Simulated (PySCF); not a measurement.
## HBr and its ions

r²SCAN; PySCF, scalar-relativistic core potentials, basis sets H cc-pVTZ, Br cc-pVTZ-PP with ECP10. Neutral (UKS): singlet (closed shell), Re = 1.420 Å, ωe = 2632 cm⁻¹, De = 4.01 eV, HOMO -7.71 eV, LUMO -0.72 eV.

HBr⁺ (UKS): doublet (π ↑), Re = 1.455 Å, ωe = 2415 cm⁻¹, De = 4.14 eV to H + Br⁺. The energies at the minima are -417.33307 hartree for HBr and -416.90230 for HBr⁺.

Question: Work out the adiabatic ionisation energy, without and with harmonic zero-point energies (1 hartree = 27.2114 eV, 1 eV = 8065.5 cm⁻¹), and the change of the bond length.

Answer: At r²SCAN: 0.43077 hartree = 11.722 eV between the minima; the zero-point term (2415.0 − 2632.0)/2 cm⁻¹ = -0.013 eV makes it 11.708 eV. Re changes by +3.5 pm against the neutral. Minus the HOMO energy is 7.71 eV, -4.01 eV from the value between the minima; self-interaction puts the Kohn–Sham level too high, less so with exact exchange. The electron leaves a π orbital, which is non-bonding in a hydride.

Spin–orbit coupling is left out. For an ion De counts to the pair picked by the measured ionisation energies or electron affinities, which need not be the lowest pair at this level. States were picked by a PBE0 search and need not be the measured ground states.
